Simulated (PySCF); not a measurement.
PySCF input for C3H9NSi2, SMILES CC1=C[SiH2]N[SiH2]1, PBE-D3(BJ)/def2-SVP. Coordinates come from a PBE-D3(BJ)/def2-SVP optimisation. This is a generated structure with no PubChem entry under its InChIKey; it may be hypothetical.

```python
import numpy as np
from pyscf import gto, scf, dft, df
from pyscf.hessian import thermo

mol = gto.M(
    atom='''
    C     0.68311992    2.56933342   -0.00000000
    C     0.40139514    1.09201231   -0.00000000
    C     1.35695636    0.12236761    0.00000000
    Si    0.73603288   -1.65157840    0.00000000
    N    -0.98720081   -1.31500312    0.00000000
    Si   -1.36425823    0.39465129   -0.00000000
    H     1.77075972    2.78626142   -0.00000000
    H     0.23065526    3.06247921    0.88757944
    H     0.23065525    3.06247921   -0.88757943
    H     2.42918652    0.40002873    0.00000000
    H     1.19738282   -2.43342157   -1.20759707
    H     1.19738282   -2.43342157    1.20759705
    H    -1.70001028   -2.04589586    0.00000000
    H    -2.14964004    0.85060594    1.20813376
    H    -2.14964004    0.85060594   -1.20813375
    ''',
    basis='def2-SVP',
    charge=0,
    spin=0,
    max_memory=1600,
    verbose=3,
)
mf = dft.RKS(mol, xc='pbe').density_fit(auxbasis='def2-universal-jkfit')
mf.disp = 'd3bj'
mf.grids.level = 3
mf.conv_tol = 1e-11
mf.max_cycle = 100
mf.kernel()

# [left out here: the lines that compute and print the analytic Hessian (its translational invariance restored by hand, since the grid's response is missing), thermochemistry and intensities]
```

Log of the run:

```
[...]
       7   H                -0.08 -0.10 -0.02    0.03  0.47 -0.13   -0.02  0.02 -0.01
       8   H                -0.08 -0.10  0.02   -0.03 -0.47 -0.13   -0.02  0.02  0.01
       9   H                -0.01  0.03 -0.00    0.00 -0.00 -0.28   -0.09  0.28  0.00
      10   H                 0.29 -0.22  0.26    0.00  0.01 -0.00    0.10  0.02  0.01
      11   H                 0.29 -0.22 -0.26   -0.00 -0.01 -0.00    0.10  0.02 -0.01
      12   H                 0.01  0.04  0.00    0.00 -0.00 -0.01    0.48 -0.47  0.00
      13   H                -0.21  0.30 -0.26   -0.02 -0.01 -0.01   -0.04 -0.08 -0.02
      14   H                -0.21  0.30  0.26    0.02  0.01 -0.01   -0.04 -0.08  0.02
Mode                                24                  25                  26
Irrep
Freq [cm^-1]                     1090.9741           1214.8437           1331.1961
Reduced mass [au]                   1.9496              1.8930              1.2943
Force const [Dyne/A]                1.3672              1.6461              1.3513
Char temp [K]                    1569.6689           1747.8896           1915.2948
Normal mode                   x     y     z       x     y     z       x     y     z
       0   C                -0.05 -0.09  0.00    0.06  0.01 -0.00    0.02  0.13  0.00
       1   C                 0.07  0.13 -0.00   -0.15 -0.07  0.00   -0.03 -0.03 -0.00
       2   C                -0.02  0.08  0.00    0.05  0.08 -0.00    0.01  0.00  0.00
       3  Si                 0.01 -0.02 -0.00   -0.00 -0.01  0.00   -0.00 -0.00 -0.00
       4   N                -0.04  0.05  0.00   -0.00  0.00  0.00    0.00  0.00 -0.00
       5  Si                -0.00 -0.01  0.00    0.01  0.01 -0.00    0.00  0.00  0.00
       6   H                -0.01 -0.31 -0.00    0.01  0.26  0.00    0.12 -0.38 -0.00
       7   H                 0.02 -0.08  0.03   -0.10  0.03 -0.08   -0.12 -0.47  0.25
       8   H                 0.02 -0.08 -0.03   -0.10  0.03  0.08   -0.12 -0.47 -0.25
       9   H                 0.13 -0.47 -0.00    0.22 -0.57  0.00    0.02 -0.02 -0.00
      10   H                 0.00  0.02 -0.03    0.00  0.01 -0.02    0.01  0.00 -0.00
      11   H                 0.00  0.02  0.03    0.00  0.01  0.02    0.01  0.00  0.00
      12   H                 0.25 -0.24 -0.00    0.04 -0.04  0.00   -0.00  0.00 -0.00
      13   H                -0.00 -0.03  0.01   -0.01 -0.03 -0.01    0.00 -0.00  0.01
      14   H                -0.00 -0.03 -0.01   -0.01 -0.03  0.01    0.00 -0.00 -0.01
Mode                                27                  28                  29
Irrep
Freq [cm^-1]                     1395.7492           1399.5456           1581.2123
Reduced mass [au]                   1.0411              1.0651              8.3754
Force const [Dyne/A]                1.1950              1.2292             12.3377
Char temp [K]                    2008.1723           2013.6345           2275.0124
Normal mode                   x     y     z       x     y     z       x     y     z
       0   C                -0.00 -0.00  0.05   -0.05 -0.01 -0.00   -0.00 -0.03  0.00
       1   C                -0.00 -0.00  0.02    0.00 -0.02 -0.00   -0.13  0.17 -0.00
       2   C                -0.00  0.00 -0.00   -0.02  0.04  0.00    0.12 -0.14 -0.00
       3  Si                 0.00 -0.00 -0.00    0.00 -0.00 -0.00   -0.00  0.00 -0.00
       4   N                -0.00  0.00 -0.00   -0.00  0.00 -0.00   -0.00 -0.00 -0.00
       5  Si                 0.00  0.00 -0.00    0.00  0.00  0.00    0.00 -0.00  0.00
       6   H                -0.00  0.00 -0.69   -0.13  0.46  0.00   -0.03  0.08 -0.00
       7   H                -0.42 -0.24 -0.05    0.46 -0.17  0.33    0.04 -0.07  0.05
       8   H                 0.42  0.24 -0.05    0.46 -0.17 -0.33    0.04 -0.07 -0.05
       9   H                 0.00 -0.00  0.00    0.00 -0.06 -0.00    0.08  0.08 -0.00
      10   H                -0.00 -0.00  0.00   -0.00 -0.00 -0.00    0.01  0.01 -0.00
      11   H                 0.00  0.00  0.00   -0.00 -0.00  0.00    0.01  0.01  0.00
      12   H                 0.00 -0.00 -0.00    0.00 -0.00  0.00    0.00 -0.00  0.00
      13   H                 0.00  0.00  0.00   -0.00 -0.00 -0.00    0.01  0.01  0.00
      14   H                -0.00 -0.00  0.00   -0.00 -0.00  0.00    0.01  0.01 -0.00
Mode                                30                  31                  32
Irrep
Freq [cm^-1]                     2114.9545           2117.8212           2124.8174
Reduced mass [au]                   1.0504              1.0514              1.0300
Force const [Dyne/A]                2.7683              2.7784              2.7400
Char temp [K]                    3042.9487           3047.0732           3057.1391
Normal mode                   x     y     z       x     y     z       x     y     z
       0   C                -0.00  0.00 -0.00   -0.00  0.00 -0.00    0.00 -0.00 -0.00
       1   C                -0.00  0.00  0.00    0.00  0.00  0.00   -0.00 -0.00  0.00
       2   C                 0.00 -0.00 -0.00    0.00 -0.00  0.00    0.00  0.00  0.00
       3  Si                -0.00  0.00 -0.01   -0.00  0.00  0.04    0.01 -0.01  0.00
       4   N                -0.00  0.00 -0.00   -0.00  0.00 -0.00    0.00 -0.00 -0.00
       5  Si                -0.00  0.00  0.04   -0.00  0.00  0.01    0.02 -0.01  0.00
       6   H                 0.00 -0.00 -0.00   -0.00 -0.00 -0.00   -0.00  0.00 -0.00
       7   H                -0.00 -0.00  0.00   -0.00 -0.00  0.00    0.00  0.00 -0.00
       8   H                 0.00  0.00  0.00    0.00  0.00  0.00    0.00  0.00  0.00
       9   H                -0.00  0.00 -0.00   -0.00  0.00  0.00    0.00 -0.01  0.00
      10   H                -0.06  0.10  0.15    0.20 -0.35 -0.53   -0.11  0.19  0.31
      11   H                 0.06 -0.10  0.15   -0.20  0.35 -0.53   -0.11  0.19 -0.31
      12   H                -0.00  0.00  0.00   -0.00  0.00  0.00    0.01 -0.00  0.00
      13   H                 0.35 -0.20 -0.53    0.10 -0.06 -0.15   -0.29  0.17  0.47
      14   H                -0.35  0.20 -0.53   -0.10  0.06 -0.15   -0.29  0.17 -0.47
Mode                                33                  34                  35
Irrep
Freq [cm^-1]                     2135.3597           2951.3022           3024.5728
Reduced mass [au]                   1.0315              1.0366              1.1001
Force const [Dyne/A]                2.7713              5.3198              5.9292
Char temp [K]                    3072.3072           4246.2668           4351.6869
Normal mode                   x     y     z       x     y     z       x     y     z
       0   C                -0.00 -0.00  0.00   -0.00 -0.05  0.00   -0.00 -0.00 -0.09
       1   C                -0.00  0.00  0.00    0.00  0.00 -0.00   -0.00  0.00 -0.00
       2   C                 0.00 -0.00  0.00    0.00  0.00  0.00    0.00  0.00 -0.00
       3  Si                 0.01 -0.02  0.00    0.00  0.00 -0.00   -0.00  0.00  0.00
       4   N                -0.00 -0.00 -0.00   -0.00 -0.00 -0.00    0.00  0.00  0.00
       5  Si                -0.01  0.01 -0.00    0.00 -0.00  0.00    0.00  0.00 -0.00
       6   H                 0.00 -0.00  0.00    0.50  0.09  0.00    0.00  0.00 -0.02
       7   H                -0.00 -0.00  0.00   -0.24  0.25  0.48   -0.28  0.30  0.53
       8   H                -0.00 -0.00 -0.00   -0.24  0.25 -0.48    0.28 -0.30  0.53
       9   H                 0.01 -0.01  0.00   -0.00 -0.00 -0.00    0.00 -0.00 -0.00
      10   H                -0.17  0.29  0.47   -0.00 -0.00 -0.00    0.00 -0.00 -0.00
      11   H                -0.17  0.29 -0.47   -0.00 -0.00  0.00   -0.00  0.00 -0.00
      12   H                 0.00 -0.00 -0.00   -0.00 -0.00 -0.00   -0.00 -0.00 -0.00
      13   H                 0.19 -0.12 -0.31   -0.00  0.00  0.00   -0.00  0.00  0.00
      14   H                 0.19 -0.12  0.31   -0.00  0.00 -0.00    0.00 -0.00  0.00
Mode                                36                  37                  38
Irrep
Freq [cm^-1]                     3047.9807           3053.6695           3562.9119
Reduced mass [au]                   1.0892              1.1046              1.0767
Force const [Dyne/A]                5.9621              6.0687              8.0531
Char temp [K]                    4385.3656           4393.5505           5126.2369
Normal mode                   x     y     z       x     y     z       x     y     z
       0   C                 0.01 -0.00 -0.00   -0.09  0.01  0.00    0.00  0.00  0.00
       1   C                -0.00  0.00 -0.00   -0.00  0.00  0.00   -0.00 -0.00  0.00
       2   C                 0.08  0.02 -0.00    0.01  0.00  0.00   -0.00 -0.00 -0.00
       3  Si                -0.00 -0.00 -0.00   -0.00 -0.00  0.00   -0.00  0.00  0.00
       4   N                -0.00 -0.00 -0.00    0.00 -0.00  0.00    0.05  0.05  0.00
       5  Si                -0.00 -0.00 -0.00    0.00  0.00 -0.00    0.00 -0.00  0.00
       6   H                -0.08 -0.02 -0.00    0.79  0.15  0.00   -0.00 -0.00  0.00
       7   H                -0.01  0.01  0.03    0.13 -0.15 -0.28   -0.00 -0.00 -0.00
       8   H                -0.01  0.01 -0.03    0.13 -0.15  0.28   -0.00 -0.00  0.00
       9   H                -0.92 -0.24 -0.00   -0.09 -0.03  0.00   -0.00 -0.00  0.00
      10   H                 0.00  0.00  0.00    0.00  0.00  0.00   -0.00  0.00  0.00
      11   H                 0.00  0.00 -0.00    0.00  0.00 -0.00   -0.00  0.00 -0.00
      12   H                 0.00  0.00 -0.00   -0.00 -0.00  0.00   -0.67 -0.69  0.00
      13   H                 0.00 -0.00 -0.00    0.00 -0.00  0.00    0.00 -0.00 -0.00
      14   H                 0.00 -0.00  0.00    0.00 -0.00 -0.00    0.00 -0.00  0.00
temperature 298.1500 [K]
pressure 101325.00 [Pa]
Rotational constants [GHz] 3.54477 2.01468 1.33530
Symmetry number 1
Zero-point energy (ZPE) 0.10728 [Eh]   281656.819 [J/mol]
                           tot       elec      trans        rot        vib
Entropy [J/mol/K]       362.731      0.000    167.954    116.787     77.990
Cv [J/mol/K]            131.842      0.000     12.472     12.472    106.899
Cp [J/mol/K]            140.156      0.000     20.786     12.472    106.899
Internal energy [J/mol]                      3718.434   3718.434 295774.672
Internal energy [Eh]   -752.55766  -752.67314
Enthalpy [J/mol]                             6197.391   3718.434 295774.672
Enthalpy [Eh]          -752.55671
Gibbs free energy [J/mol]                  -43878.002 -31101.685 272521.891
Gibbs free energy [Eh] -752.59790
mode   freq/cm-1   IR/(km/mol)
   1      123.52         0.064
   2      139.26         2.139
   3      181.39         0.071
   4      265.48         0.161
   5      278.84        55.057
   6      323.33        18.235
   7      389.58         3.549
   8      423.10         3.572
   9      571.03        25.290
  10      573.45         2.233
  11      623.91        14.338
  12      649.17        69.490
  13      663.96         0.434
  14      684.62         4.672
  15      711.13        23.058
  16      784.78        12.642
  17      819.97        44.633
  18      858.02        67.032
  19      906.08       318.758
  20      955.46       252.447
  21      963.93        15.425
  22      983.88        21.133
  23     1000.62         1.054
  24     1067.89        89.043
  25     1090.97        43.953
  26     1214.84         4.606
  27     1331.20         0.904
  28     1395.75        10.658
  29     1399.55        13.285
  30     1581.21        11.984
  31     2114.95        71.952
  32     2117.82       243.284
  33     2124.82       310.855
  34     2135.36        37.630
  35     2951.30        22.872
  36     3024.57         7.474
  37     3047.98        17.863
  38     3053.67        11.235
  39     3562.91        45.530
max |gradient| / (hartree/bohr): 3.984161698952353e-05
APT charges: [ 5.700e-03 -1.351e-01 -3.475e-01  1.250e+00 -9.747e-01  1.184e+00
 -1.780e-02 -5.000e-04 -5.000e-04  1.040e-02 -2.974e-01 -2.974e-01
  1.986e-01 -2.888e-01 -2.888e-01]
```

The run converged.
